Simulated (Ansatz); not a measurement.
**Energy profile**

The step: GaH₃ + H₂O + NH₃ → GaH₃O ([OH][GaH2]) + NH₃ + H₂; bonds formed: H2–H7, H5–N8; dative contacts that become bonds: Ga1–O6; bonds broken: Ga1–H2, H5–O6, H7–N8 (atoms numbered as in the saddle structure below).

```xyz
11
angstrom
Ga -1.4630 0.4658 -0.4679
H -0.1092 -0.2254 -1.4110
H -2.6831 -0.4598 -0.8260
H -1.3292 1.9913 -0.8188
H 0.9499 -0.1855 0.9195
O -0.7698 0.1126 1.2378
H 0.6800 -0.2510 -0.8158
N 1.6307 -0.2861 0.1418
H -1.3212 -0.4999 1.7261
H 2.1417 -1.1570 0.2017
H 2.2730 0.4950 0.1124
```

Electronic energies by CCSD(T) at an estimated basis limit (MP2 extrapolated from triple and quadruple zeta, plus CCSD(T) − MP2 in triple zeta), on PBE0-D4/def2-TZVP structures; GaNH₈O, singlet; no counterpoise correction. Ansatz 0.2.0; basis: def2-TZVPP and def2-QZVPP; cores frozen in the correlated methods. Filled d shells of the heavier atoms are correlated. The def2 sets are not built for correlating such inner shells, so the correlated values are less sure here. Extrapolation: Hartree–Fock as exp(−7.88 √X), correlation as X^−2.97.

**Question.** Give the profile in kcal/mol, counted from the separated reactants. (An estimate is asked for; the value comes from the calculation.)

**Answer.** The calculation gives:
```json
{"point": "separated: GaH₃ (Ga1, H2, H3, H4; singlet) + H₂O (H5, O6, H9; singlet) + NH₃ (H7, N8, H10, H11; singlet)", "kcal/mol": "0.00"}
{"point": "start structure", "kcal/mol": "-28.14"}
{"point": "saddle", "kcal/mol": "-9.23"}
{"point": "end structure", "kcal/mol": "-19.25"}
{"point": "separated: GaH₃O (linked as [OH][GaH2]; Ga1, H3, H4, O6, H9; singlet) + H₂ (H2, H7; singlet) + NH₃ (H5, N8, H10, H11; singlet)", "kcal/mol": "-12.80"}
```
The saddle lies below the separated reactants: the barrier is submerged.

T1 diagnostic: at most 0.016.

The step is the kind of ligand exchange by which a precursor binds to a hydroxyl group, or is hydrolysed, in atomic layer deposition of oxides.

For scale, one of the runs: CCSD(T)/def2-TZVPP, 222 basis functions, launched by `ansatz run in.yaml --threads 4 --pin off --events-out ev --progress --plain --max-ram 9574MiB`. The run took 110 s on 4 CPU threads of an Arm Neoverse V2 (shared host), with 3.6 GiB of host memory at its peak.
